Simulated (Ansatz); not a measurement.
## Energy profile

The step: AlH₃O₃ ([OH][Al]([OH])[OH]) + NH₃ + NH₃ → AlNH₄O₂ ([NH2][Al]([OH])[OH]) + H₂O + NH₃ (still joined by a long Al–O bond); bonds formed: O2–H7, H5–N8; bonds broken: H5–N6, H7–N8; bonds weakened to dative contacts: Al1–O2 (atoms numbered as in the saddle structure below).

```
15
angstrom
Al -0.5327 -0.2467 -0.9588
O -0.5067 -1.1837 0.6359
O 0.1034 -1.4880 -1.9855
O -2.0831 0.4483 -1.2488
H 0.8934 0.9306 1.1277
N 0.6078 1.1860 -0.5851
H 0.1563 -0.5615 1.4695
N 0.8054 0.3538 2.0251
H -0.2529 -2.1002 0.5055
H -0.0031 -1.4477 -2.9328
H -2.8654 -0.0953 -1.3084
H 1.4890 1.1672 -1.0845
H 0.1851 2.0855 -0.7830
H 1.7137 0.0945 2.3873
H 0.2896 0.8571 2.7358
```

Electronic energies by CCSD(T) at an estimated basis limit (MP2 extrapolated from triple and quadruple zeta, plus CCSD(T) − MP2 in triple zeta), on PBE0-D4/def2-TZVP structures; AlN2H9O3, closed shell; no counterpoise correction. Ansatz 0.2.0; basis: def2-TZVPP and def2-QZVPP; cores frozen in the correlated methods. Extrapolation: Hartree–Fock as exp(−7.88 √X), correlation as X^−2.97.

**Question.** Give the profile in kJ/mol, counted from the separated reactants. (An estimate is asked for; the value comes from the calculation.)

**Answer.** Computed:
```json
{"point": "separated: AlH3O3 (linked as [OH][Al]([OH])[OH]; Al1, O2, O3, O4, H9, H10, H11; singlet) + NH3 (H5, N6, H12, H13; singlet) + NH3 (H7, N8, H14, H15; singlet)", "kJ/mol": "0.0"}
{"point": "start structure", "kJ/mol": "-174.8"}
{"point": "saddle", "kJ/mol": "-92.8"}
{"point": "end structure", "kJ/mol": "-104.1"}
{"point": "separated: AlNH4O2 (linked as [NH2][Al]([OH])[OH]; Al1, O3, O4, N6, H10, H11, H12, H13; singlet) + H2O (O2, H7, H9; singlet) + NH3 (H5, N8, H14, H15; singlet)", "kJ/mol": "48.3"}
```
The saddle lies below the separated reactants: the barrier is submerged.

The T1 diagnostic stays at or below 0.013.

For scale, one of the runs: CCSD(T)/def2-TZVPP, 323 basis functions, launched by `ansatz run in.yaml --threads 4 --pin off --events-out ev --progress --plain --max-ram 66560MiB --backend cuda --devices 0, --max-vram 37GiB`. The run took 14 s on 4 CPU threads of an AMD EPYC 7R13 and a share of one NVIDIA H100 (shared host), with 0.85 GiB of host memory at its peak.
